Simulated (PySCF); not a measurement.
## WH₂ + 2 Cl₂ → WCl₂ + 2 HCl

Level: PBE0 in the def2-TZVP basis family, computed in PySCF with density fitting; scalar-relativistic core potentials for atoms from Rb on, none lighter, no spin–orbit coupling; open shells unrestricted.

```tsv
species	state and structure	E (Eh)	ZPE (kJ/mol)	H(298 K) − H(0) (kJ/mol)	S° (J/(mol K))
WH₂	quintet, C2v, W–H 1.713 Å (×2); H–W–H 113.2°	-68.14143	27.1	10.3	247.3
Cl₂	singlet, D∞h, Cl–Cl 1.982 Å	-920.08940	3.5	9.1	222.5
WCl₂	quintet, C2v, W–Cl 2.267 Å (×2); Cl–W–Cl 141.3°	-987.23973	5.1	13.7	322.9
HCl	singlet, C∞v, H–Cl 1.279 Å	-460.66440	17.9	8.7	186.6
```

(1) What is the electronic reaction energy?

(2) Add zero-point, thermal and entropy terms for 298.15 K and 1 bar.

## Answers

(1) At PBE0/def2-TZVP, ΔE = -651.9 kJ/mol from the differences of the total energies times 2625.5, downhill. 

(2) ΔZPE = 6.8 and Δ[H(298) − H(0)] = 2.6 kJ/mol give ΔH° = -642.5 kJ/mol. ΔS° = 3.8 J/(mol K), so ΔG° = -642.5 − 298.15 × (0.0038) = -644 kJ/mol.

Spin–orbit coupling can matter for WH₂, WCl₂ and is left out. Open d or f shells are single determinants, so the state found may not be the ground state. Only the bonding shown was studied: isomers, or loss of a ligand pair, can lie lower.
